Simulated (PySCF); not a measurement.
Species: SiCl₃ (doublet state).
SMILES: `Cl[Si](Cl)Cl`

Theory: PBE0-D3(BJ)/def2-SVP geometry optimisation, gas phase in PySCF 2.14.0.

Masses are those of the commonest isotopes; rigid-rotor values at the optimised geometry. 

What are A, B and C (GHz)?

Ia = 206.98, Ib = 208.39, Ic = 393.95 u·Å²; 505379 MHz·u·Å²/I gives 2442, 2425 and 1283 MHz, that is A = 2.4417, B = 2.4251, C = 1.2829 GHz.

Classify the top.

An oblate symmetric top, as the point group C3v requires two equal moments; the computed ones differ by 0.68 % because the geometry is symmetric only within the optimiser's tolerance: κ = (2 × 2425 − 2442 − 1283)/(2442 − 1283) = 0.97.

Is it planar, by Δ = Ic − Ia − Ib?

Not planar: Δ = Ic − Ia − Ib = -21.43 u·Å². For a rigid frame Δ = −2 Σ m c², so Σ m c² = 10.71 u·Å² lies off the ab plane. The atom farthest from that plane is 0.55 Å away.

Give the other two planar moments, Paa and Pbb, and the rms extents of the mass along the axes.

Paa = Σ m a² = (Ib + Ic − Ia)/2 = 197.68 and Pbb = Σ m b² = (Ia + Ic − Ib)/2 = 196.27 u·Å². With the mass M = 132.88 u, the rms extents √(P/M) along a, b and c are 1.22, 1.22, 0.28 Å.

Where do the R-branch lines fall?

The dipole of 0.76 D lies along the symmetry axis, so ΔK = 0 and J+1 ← J falls at 2B(J+1) for every K: 4.87 GHz, 9.73 GHz, 14.60 GHz, 19.47 GHz, 24.33 GHz for J = 0 to 4.

Estimate the classical rotational partition function at 10 K, 50 K and 298.15 K.

Point group C3v, symmetry number σ = 3; q = (√π/σ)·√((kT/h)³/(ABC)), k/h = 20836.6 MHz/K: 645 at 10 K, 7210 at 50 K, 105000 at 298.15 K.

For this open shell read J as N, the rotation without spin; fine and hyperfine splittings come on top. PBE0-D3(BJ)/def2-SVP frequencies: not computed here. ⟨S²⟩ = 0.752 (exact for a doublet: 0.75). No vibrational averaging or centrifugal distortion is included, and the geometry carries the error of its method.
